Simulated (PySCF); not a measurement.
Computed with r2SCAN-D4/def2-TZVP (PySCF). All species are isolated molecules in the gas phase. Delta-SCF ions had no search for a lower state. Excitations are Tamm–Dancoff values on a coarser integration grid. The basis has no diffuse functions, so Rydberg states are missing or too high.

Reference species (SMILES): `[O]=[SnH2]` (neutral, multiplicity 1).

The T1 excitation (TDA) is 2.56 eV and the S1 excitation (TDA) comes out as 2.99 eV. The S1–T1 gap (TDA) is 0.43 eV and the vertical ionisation energy (Delta-SCF) is 9.27 eV.

After one change: the T1 excitation (TDA) falls by 0.47 eV; the S1 excitation (TDA) drops by 0.50 eV; the S1–T1 gap (TDA) drops by 0.04 eV; the vertical ionisation energy (Delta-SCF) drops by 0.45 eV.

**Question.** What was changed between the two runs? The new species is one of these.
A) `[S]=[GeH2]`
B) `N=[SiH2]`
C) `[GeH2]=[Se]`
D) `[SiH2]=S`

**Answer.** C, `[GeH2]=[Se]`
